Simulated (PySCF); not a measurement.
Compound: C₆H₆FOP.
Numbering: `[CH3:1][O:2][c:3]1[cH:4][cH:5][cH:6][c:7]([F:8])[p:9]1`

NICS = −σ at a ghost point: NICS(0) at the centroid of the ring atoms, NICS(1) 1 Å to either side along the normal of their mean plane, zz for the tensor component along that normal. Level: GIAO PBE0/pcSseg-1 (PySCF, non-relativistic, gas phase) on the GFN2-xTB geometry, one conformer.

Ring bond lengths (Å), with Mayer bond orders in brackets: C3–C4 1.393 (1.35), C4–C5 1.378 (1.49), C5–C6 1.388 (1.37), C6–C7 1.374 (1.44), C7–P9 1.741 (1.28), P9–C3 1.756 (1.23).

Give the NICS values of each ring in ppm.

```json
{"ring": "C3–C4–C5–C6–C7–P9", "type": "6-membered ring with P; formal bonds all aromatic", "NICS(0)": "-9.7", "NICS(1), two faces": "-10.5 / -10.5", "NICS(1)zz, two faces": "-24.6 / -24.6", "rms pucker (Å)": "0.00", "centre to ring atoms, mean (Å)": "1.49"}
```

What do they say, and how far can they be read as aromaticity?

- C3–C4–C5–C6–C7–P9: mean NICS(1)zz -24.6 ppm, shielded.

And the bond-length index? HOMA = 1 − mean of α(R − Ropt)² over the ring bonds, with Krygowski's 1993 parameters (CC: Ropt 1.388 Å, α 257.7 Å⁻²; CP: Ropt 1.698 Å, α 118.91 Å⁻²).

- C3–C4–C5–C6–C7–P9: HOMA 0.88; the largest term is that of P9–C3, α(R − Ropt)² = 0.40.

At the first NICS(1) probe listed for ring C3–C4–C5–C6–C7–P9, 1 Å off the ring, what do the in-plane components average?

The isotropic value is a third of the trace: (3 × -10.5 − (-24.6))/2 = -3.4 ppm.

Conformer computed: `[CH3:1][O:2][c:3]1[cH:4][cH:5][cH:6][c:7]([F:8])[p:9]1`: C1–O2–C3–C4 180°.
